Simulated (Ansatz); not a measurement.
System: sum formula H$_{2}$BOCl$_{2}$ (charge +1, singlet). It need not be the lowest isomer of its formula. 
Structure (B3LYP-D3(BJ)/def2-TZVP (Ansatz, an electronic-structure program) minimum search):
```
B
O 1 1.4865
H 2 0.9767 1 122.31
H 2 0.9767 3 115.38 1 180.00
Cl 1 1.6970 2 114.20 3 180.00
Cl 1 1.6970 2 114.20 3 0.00
```
Charge +1, spin multiplicity 1.

Basis-set convergence of Hartree-Fock and MP2 correlation energies (hartree) with Ansatz. Correlated levels leave the core frozen unless marked. Spin-orbit coupling is left out. No relativistic terms.

```
basis        functions        E(HF)  E(corr, MP2)
-----------  ---------  -----------  ------------
cc-pV(D+d)Z         84  -1019.56131      -0.54551
cc-pV(T+d)Z        166  -1019.62549      -0.71029
cc-pV(Q+d)Z        298  -1019.64007      -0.77240
```

Extrapolating the two largest sets (X = 3 and 4) as X^-3: E(corr) = (64·(-0.77240) - 27·(-0.71029))/37 = -0.8177 Eh, an estimate of the basis-set limit. The largest set recovers 94.5 % of it, the smallest 66.7 %.
